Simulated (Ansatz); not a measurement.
CuN3F3H9⁻ (relaxed from a model of fac-[CuF3(NH3)3]-, whose bonding it doesn't keep). The state is a doublet with charge -1. Geometry B3LYP-D4/def2-SVPD.

```xyz
16

Cu   -0.602    0.934    1.063
F    -1.693   -0.426    0.161
F    -0.187    0.137    2.698
F    -1.027    2.502    0.145
N     1.316    0.608    0.130
N    -0.576    0.839   -2.212
N     0.488   -2.157    1.021
H     2.111    1.179    0.395
H     1.104    0.721   -0.866
H     1.497   -0.381    0.327
H    -1.015    0.835   -3.130
H    -0.799    1.730   -1.759
H    -1.073    0.159   -1.620
H     0.416   -1.683    1.926
H     0.402   -3.157    1.183
H    -0.363   -1.840    0.537
```

In the doublet geometry the species has come apart into loosely held pieces. No other spin state of charge -1 was run.

**Question.** Estimate the α-spin orbital energies around the gap (eV) in Ansatz with PBE-D4/def2-TZVPD, revPBE-D4/def2-TZVPD, r2SCAN-D4/def2-TZVPD, PBE0-D4/def2-TZVPD.

**Answer.** 
| orbital | PBE-D4/def2-TZVPD | revPBE-D4/def2-TZVPD | r2SCAN-D4/def2-TZVPD | PBE0-D4/def2-TZVPD |
| --- | --- | --- | --- | --- |
| HOMO−9 | -3.30 | -3.19 | -3.70 | -5.31 |
| HOMO−8 | -3.09 | -2.99 | -3.51 | -5.19 |
| HOMO−7 | -2.67 | -2.56 | -3.00 | -4.48 |
| HOMO−6 | -2.33 | -2.26 | -2.63 | -4.39 |
| HOMO−5 | -2.23 | -2.15 | -2.57 | -4.25 |
| HOMO−4 | -1.87 | -1.77 | -2.38 | -4.23 |
| HOMO−3 | -1.86 | -1.76 | -2.38 | -3.93 |
| HOMO−2 | -1.51 | -1.42 | -2.05 | -3.82 |
| HOMO−1 | -1.51 | -1.42 | -1.99 | -3.60 |
| HOMO | -1.21 | -1.11 | -1.70 | -3.59 |
| LUMO | 2.74 | 2.75 | 3.32 | 3.37 |
| LUMO+1 | 3.39 | 3.36 | 4.12 | 4.01 |
| LUMO+2 | 3.44 | 3.40 | 4.12 | 4.02 |
| LUMO+3 | 3.67 | 3.63 | 4.18 | 4.17 |
| LUMO+4 | 4.44 | 4.36 | 5.11 | 4.98 |
| LUMO+5 | 4.56 | 4.49 | 5.16 | 5.07 |
| β HOMO | -0.81 | -0.71 | -1.12 | -3.21 |
| β LUMO | -0.21 | -0.08 | 0.17 | 1.66 |
